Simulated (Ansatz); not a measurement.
Reaction (ligand exchange at the Sn–C bond): `[CH3][Sn]([CH3])([F])[F]` + H–F → `[CH3][Sn]([F])([F])[F]` + CH₄

Gas-phase electronic energies from Ansatz, PBE0-D4/def2-TZVP geometries. CBS: MP2 limit from def2 TZ/QZ plus the TZ coupled-cluster correction, frozen cores. This one scheme is used for every species. DFT in def2-TZVPP. def2 core potentials past Kr. For Sn outer-core shells are correlated without core-valence functions, which leaves a few kJ/mol of doubt a bond.

**Question.** Is it downhill or uphill in electronic energy at CCSD(T)/CBS, and by how much? (An estimate is asked.)

**Answer.** Computed: Downhill: ΔE = -14.0 kcal/mol.

**Question.** What do these levels give: BLYP-D4, ωB97M-V, PBE-QIDH, revPBE, PBE0, r2SCANh, CAM-B3LYP, HF/def2-SVP, CCSD/def2-SVP, CCSD(T)/def2-SVP, MP2/def2-TZVPP, CCSD/def2-TZVPP? (Estimate.)

**Answer.** The calculation gave: BLYP-D4 -17.7, ωB97M-V -15.7, PBE-QIDH -14.1, revPBE -17.1, PBE0 -15.0, r2SCANh -17.0, CAM-B3LYP -18.0, HF/def2-SVP -18.3, CCSD/def2-SVP -17.9, CCSD(T)/def2-SVP -17.9, MP2/def2-TZVPP -12.8, CCSD/def2-TZVPP -13.9 kcal/mol.

Largest T1 diagnostic among the species: 0.014.

Leaving LDA and LC-ωPBE aside and taking each functional with its dispersion term where it has one, the values, not all of them listed here, spread over 6.0 kcal/mol, from B97M-V to PBE-QIDH. LDA lies +3.1 kcal/mol from PBE without D4. From PBE to PBE0 (25 % exact exchange), in def2-TZVPP and without D4, ΔE moves by +1.3 kcal/mol.
